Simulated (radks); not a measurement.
Q: The fluorine ion F7+, [He]. Method: non-relativistic Kohn-Sham, PBE, spin-polarised, spherical densities, point nucleus; computed with a radial shooting solver on a logarithmic mesh with Libxc functionals. Every spin shell is full or empty, so the densities are truly spherical. Functionals are evaluated on that one density, not self-consistently. Rank these orbital-free kinetic functionals by their error against the exact value of the orbitals, and give that value: Thomas-Fermi, TF + vW/9, TF + vW/5, revAPBEK, Thakkar, Pearson, LKT, DePristo-Kress, Ernzerhof.

A: Exact: 75.3830 hartree. From best to worst, with 100 (|E| - |E exact|)/|E exact| (equal figures are ties): Thakkar +2.15, TF + vW/9 +2.41, DePristo-Kress +2.53, Pearson -2.62, revAPBEK +2.69, Ernzerhof +6.24, Thomas-Fermi -8.70, TF + vW/5 +11.30, LKT +62.12.
